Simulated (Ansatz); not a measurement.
Geometry optimisation, UKS B3LYP-D4/def2-SVP in Ansatz.

The input (input.yaml):

```yaml
crystal:
  periodic: [false, false, false]
  atoms:
    - { symbol: Si, position_ang: [-0.011218, -0.022635, -0.182693] }
    - { symbol: H, position_ang: [-0.052785, 0.004755, 1.294356] }
    - { symbol: H, position_ang: [1.396376, 0.126219, -0.640468] }
    - { symbol: O, position_ang: [-0.818521, 1.295371, -0.810588] }
    - { symbol: C, position_ang: [-2.207807, 1.509155, -0.765071] }
    - { symbol: H, position_ang: [-2.61317, 1.410359, 0.261265] }
    - { symbol: H, position_ang: [-2.422052, 2.529722, -1.115249] }
    - { symbol: H, position_ang: [-2.756335, 0.802422, -1.417325] }
    - { symbol: C, position_ang: [-0.751383, -1.642627, -0.777541] }
    - { symbol: H, position_ang: [-1.758747, -1.804126, -0.359729] }
    - { symbol: H, position_ang: [-0.824094, -1.662942, -1.877534] }
    - { symbol: H, position_ang: [-0.12027, -2.490835, -0.465704] }
    - { symbol: H, position_ang: [-0.190996, 0.012063, 3.150581] }
magnetization:
  spin_polarized: true
  initial_magnetization: 1
basis:
  gaussian: { orbitals: def2-SVP }
hamiltonian:
  xc: b3lyp
  dispersion: d4
relax:
  f_tol: 0.03
  max_steps: 50
```

Run as:

```bash
$ ansatz run input.yaml --threads 4 --pin off --max-ram 5120MiB --backend cpu --events-out ev --progress --plain --runs-dir out
```

**Question.** Where does it end, and by what steps?

**Answer.** It converged. The force dipped under the threshold on the way, but the program's further checks kept it going. After 10 steps the energy has fallen by 0.019 eV; H6 moved furthest, 0.35 Å.

```json
{"step": "0", "energy less start (eV)": "0.0000", "largest force component (eV/Å)": "0.512", "accepted": "yes"}
{"step": "1", "energy less start (eV)": "-0.0098", "largest force component (eV/Å)": "0.166", "accepted": "yes"}
{"step": "2", "energy less start (eV)": "-0.0132", "largest force component (eV/Å)": "0.073", "accepted": "yes"}
{"step": "3", "energy less start (eV)": "-0.0129", "largest force component (eV/Å)": "0.155", "accepted": "no"}
{"step": "4", "energy less start (eV)": "-0.0146", "largest force component (eV/Å)": "0.043", "accepted": "yes"}
{"step": "5", "energy less start (eV)": "-0.0172", "largest force component (eV/Å)": "0.082", "accepted": "yes"}
{"step": "6", "energy less start (eV)": "-0.0179", "largest force component (eV/Å)": "0.115", "accepted": "yes"}
{"step": "7", "energy less start (eV)": "-0.0186", "largest force component (eV/Å)": "0.056", "accepted": "yes"}
{"step": "8", "energy less start (eV)": "-0.0189", "largest force component (eV/Å)": "0.012", "accepted": "yes"}
{"step": "9", "energy less start (eV)": "-0.0190", "largest force component (eV/Å)": "0.016", "accepted": "yes"}
{"step": "10", "energy less start (eV)": "-0.0191", "largest force component (eV/Å)": "0.008", "accepted": "yes"}
```

```xyz
13
Properties=species:S:1:pos:R:3
Si -0.027 -0.032 -0.282
H -0.118 0.054 1.214
H 1.387 0.139 -0.710
O -0.861 1.243 -0.969
C -2.209 1.556 -0.715
H -2.411 1.683 0.366
H -2.455 2.504 -1.219
H -2.898 0.780 -1.101
C -0.696 -1.695 -0.846
H -1.743 -1.841 -0.531
H -0.652 -1.785 -1.943
H -0.100 -2.516 -0.412
H -0.347 -0.023 3.442
```

Whether the end is a true minimum wasn't checked by a vibrational analysis.

The run took 18 s on 4 threads of Arm Neoverse V2 (shared host), peak memory 0.3 GiB.
